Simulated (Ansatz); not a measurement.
Frontier orbitals of CH3NZn.

Z-matrix (Å, degrees):
```
C
N 1 1.260
H 1 1.092 2 118.7
H 1 1.095 2 124.8 3 -180.0
H 2 1.020 1 111.7 3 -180.0
Zn 2 3.101 1 106.2 3 0.4
```

Charge 0, multiplicity 1. For Zn the d shell is correlated and the shells below it are frozen. Scalar relativity is left out up to krypton. The bonds changed during the relaxation, so this is another structure than the one it started from. The geometry is a stationary point of PBE0-D4/def2-TZVP. Basis def2-TZVPP, the Gaussian-basis code of Ansatz.

Q: Compute the vertical ionisation energy as the energy of the cation minus that of the neutral molecule, at each level. (An estimate is asked.)

A: The calculation gave: 
```csv
level,IE (eV),difference from CCSD(T)/def2-TZVPP
PBE-D4/def2-TZVPP,8.13,0.03
r2SCAN-D4/def2-TZVPP,8.07,-0.03
PBE0-D4/def2-TZVPP,8.07,-0.03
B3LYP-D4/def2-TZVPP,8.30,0.20
ωB97X-V/def2-TZVPP,8.09,-0.01
ωB97M-V/def2-TZVPP,8.23,0.13
B2PLYP/def2-TZVPP,8.15,0.05
HF/def2-TZVPP,6.73,-1.37
MP2/def2-TZVPP,7.95,-0.15
CCSD/def2-TZVPP,8.00,-0.10
CCSD(T)/def2-TZVPP,8.10,0.00
HF/def2-QZVPP,6.71,-1.38
MP2/def2-QZVPP,8.11,0.02
```

B3LYP here is the variant with VWN-RPA as its local correlation; programs differ in this.
